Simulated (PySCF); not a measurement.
C₂H₆N, SMILES [CH2]CN, multiplicity 2.

The structure is a stationary point at PBE0-D3(BJ)/def2-TZVP. The isomer is the one that the SMILES or the coordinates give; other isomers of the formula were not compared. The values are those of a single conformer.

All values below come from TDA-PBE/def2-SVPD (PySCF 2.14.0).

Vertical excitations. Gas-phase values at a fixed geometry.

```json
[
 {"state": "root 1", "energy (eV)": "3.04", "λ (nm)": "408", "f": "0.005", "main pairs": "β HOMO→LUMO 100 %"},
 {"state": "root 2", "energy (eV)": "4.73", "λ (nm)": "262", "f": "0.013", "main pairs": "α HOMO→LUMO 99 %"},
 {"state": "root 3", "energy (eV)": "5.51", "λ (nm)": "225", "f": "0.014", "main pairs": "α HOMO→LUMO+1 94 %"},
 {"state": "root 4", "energy (eV)": "5.59", "λ (nm)": "222", "f": "0.001", "main pairs": "α HOMO−1→LUMO 43 %, β HOMO→LUMO+1 50 %"},
 {"state": "root 5", "energy (eV)": "5.79", "λ (nm)": "214", "f": "0.020", "main pairs": "α HOMO→LUMO+2 99 %"},
 {"state": "root 6", "energy (eV)": "5.82", "λ (nm)": "213", "f": "0.006", "main pairs": "α HOMO−1→LUMO 54 %, β HOMO→LUMO+1 46 %"},
 {"state": "root 7", "energy (eV)": "6.34", "λ (nm)": "195", "f": "0.001", "main pairs": "α HOMO→LUMO+3 25 %, β HOMO−1→LUMO 58 %, β HOMO−2→LUMO 14 %"},
 {"state": "root 8", "energy (eV)": "6.40", "λ (nm)": "194", "f": "0.004", "main pairs": "β HOMO−2→LUMO 66 %, β HOMO−1→LUMO 27 %"},
 {"state": "root 9", "energy (eV)": "6.47", "λ (nm)": "192", "f": "0.019", "main pairs": "α HOMO→LUMO+3 62 %, β HOMO−2→LUMO 15 %, β HOMO−1→LUMO 9 %"},
 {"state": "root 10", "energy (eV)": "6.51", "λ (nm)": "191", "f": "0.007", "main pairs": "α HOMO−1→LUMO+1 59 %, β HOMO→LUMO+2 26 %"}
]
```
Unrestricted roots are not spin-pure.
